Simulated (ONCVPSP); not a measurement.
# Configuration tests for Mn (ONCV)

```json
{"Element": "manganese", "Generator": "ONCVPSP 4.0.1", "Type": "optimised norm-conserving Vanderbilt (ONCV)", "Functional": "LDA (Perdew-Zunger)", "Relativity": "fully relativistic", "Frozen core": "[Ne] 3s2", "Valence charge": "13", "Reference configuration": "3p6 3d5 4s1 4p1", "Partial waves": "4s: rc 2.10 bohr, ncon 4, nbas 8, qcut 2.9 1/bohr, 2 projectors, debl 3.7 Ha; 3p+4p: rc 1.65 bohr, ncon 3, nbas 7, qcut 6.7 1/bohr, 2 projectors; 3d: rc 1.50 bohr, ncon 4, nbas 8, qcut 10.5 1/bohr, 2 projectors, debl 1.6 Ha", "Local potential": "polynomial inside 1.25 bohr (lpopt 5, dvloc0 1 Ha)", "Core correction": "Teter function, fcfact 1.5, rcfact 1.3"}
```

Open shells are filled in proportion to 2j + 1.

Energies are relative to the spin-unpolarised reference configuration 3p6 3d5 4s1 4p1; without spin polarisation the order of configurations can differ from experiment.

```
valence configuration  charge  ΔE all-electron (eV)  error AE − PS (meV)
      3p6 3d5 4s2 4p0       0                -3.925                 -4.0
      3p6 3d5 4s0 4p0      +2                20.606                 -6.2
  3p6 3d5.5 4s1.5 4p0       0                -4.430                 +7.6
```

Question: What are ΔE and the potential's error for 3p6 3d5 4s1 4p0?

Answer: ΔE = 4.729 eV all-electron; the error (AE − PS) is +1.0 meV.

Note: no bound ghost flagged; GHOST(+) flagged for s at 43.5 eV.
